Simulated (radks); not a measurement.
Results of a calculation; reference values are marked as such.
Task: Orbital eigenvalues (eV) of the silicon ion Si9+, [He] 2s2 2p1, of relativity; Dirac values are averaged over j with weights 2j + 1. Spin-unpolarised spherical Kohn-Sham, PBE, point nucleus unless stated (finite: rms radius 3.1224 fm), a radial shooting solver on a logarithmic mesh with Libxc functionals. A level marked "c x" has the speed of light scaled by that factor and shares open shells by 2j + 1; other Dirac levels either fill j = l - 1/2 first or share by 2j + 1.

| shell | non-rel. |
|---|---|
| 1s | -2135.5 |
| 2s | -404.68 |
| 2p | -373.36 |
| 3s (empty) | -156.62 |
| 3p (empty) | -147.33 |

Give the values at the level "Dirac, c x 10".

Result: 
shell       Dirac, c x 10  change of magnitude (%)
1s                -2135.6                    0.00
2s                -404.69                    0.00
2p                -373.37                    0.00
3s (empty)        -156.63                    0.00
3p (empty)        -147.33                    0.00
